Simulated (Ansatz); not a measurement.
Basis-set series for C$_{3}$H$_{5}$B (`BCC#C`). Total charge 0; spin multiplicity 1. The structure was optimised at the PBE0-D4/def2-TZVP level.

| functional | basis | functions | energy (Eh) | HOMO (eV) | LUMO (eV) |
| --- | --- | --- | --- | --- | --- |
| PBE0-D4 | def2-SVP | 81 | -141.78893 | -7.48 | -1.51 |
| PBE0-D4 | def2-TZVPP | 194 | -141.94503 | -7.56 | -1.61 |
| ωB97M-V | def2-SVP | 81 | -141.89212 | -9.73 | 0.57 |
| ωB97M-V | def2-TZVPP | 194 | -142.05758 | -9.82 | 0.34 |

Problem. Give the rows for def2-QZVPP. (Estimate.)

Solution. Ansatz gave: 
```
functional       basis  functions  energy (Eh)  HOMO (eV)  LUMO (eV)
   PBE0-D4  def2-QZVPP        378   -141.95329      -7.58      -1.62
   ωB97M-V  def2-QZVPP        378   -142.06511      -9.84       0.26
```

Positive LUMOs are unbound and depend on the basis.
